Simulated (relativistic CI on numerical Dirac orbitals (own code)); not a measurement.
## Mn4+ (3d3) in a crystal field

Calculated by Dirac-Coulomb-Breit CI, orbitals from a KLI potential per configuration, model QED (radiative potential, 1s self-energy scaled to tabulated hydrogen-like ionisation energies), one configuration in a parametric crystal field, unscaled Slater integrals (own radial code). With so little scaling, terms lie 10 to 35 % too far apart, which can change the order of excited levels.

Field parameters in Wybourne normalisation: D4h B²₀ = −7Ds, B⁴₀ = 21(Dq − Dt), B⁴₄ = 21√(5/14) Dq. The field is a parameter set, without covalency.

S is read from ⟨S²⟩ = S(S + 1).

Powder χT (cm³ K mol⁻¹) by Van Vleck's formula, with temperature-independent terms:

```csv
Field,2 K,5 K,10 K,20 K,50 K,100 K,200 K,300 K
"D4h, 10Dq = 30650, Ds = -1500, Dt = 10 cm⁻¹",1.82,1.82,1.82,1.82,1.82,1.82,1.83,1.84
"D4h, 10Dq = 30650, Ds = 3000, Dt = 10 cm⁻¹",1.82,1.82,1.82,1.82,1.82,1.82,1.83,1.84
"D4h, 10Dq = 30650, Ds = 2590, Dt = 10 cm⁻¹",1.82,1.82,1.82,1.82,1.82,1.82,1.83,1.84
"D4h, 10Dq = 30650, Ds = 2180, Dt = 10 cm⁻¹",1.82,1.82,1.82,1.82,1.82,1.82,1.83,1.84
"D4h, 10Dq = 30650, Ds = 1770, Dt = 10 cm⁻¹",1.82,1.82,1.82,1.82,1.82,1.82,1.83,1.84
"D4h, 10Dq = 30650, Ds = 1360, Dt = 10 cm⁻¹",1.82,1.82,1.82,1.82,1.82,1.82,1.83,1.84
"D4h, 10Dq = 30650, Ds = 950, Dt = 10 cm⁻¹",1.82,1.82,1.82,1.82,1.82,1.82,1.83,1.84
"D4h, 10Dq = 30650, Ds = 550, Dt = 10 cm⁻¹",1.82,1.82,1.82,1.82,1.82,1.82,1.83,1.84
```

(1) For D4h, 10Dq = 30650, Ds = 2590, Dt = 10 cm⁻¹: what effective moment follows at 300 K?

## Answers

(1) μ_eff = √(8χT) = 3.83 μB. The ground level has S = 1.50; the spin-only moment for S = 3/2 is 3.88 μB. The difference comes from the orbital moment, spin-orbit mixing of terms and temperature-independent paramagnetism, all larger in this ionic model than in covalent complexes.
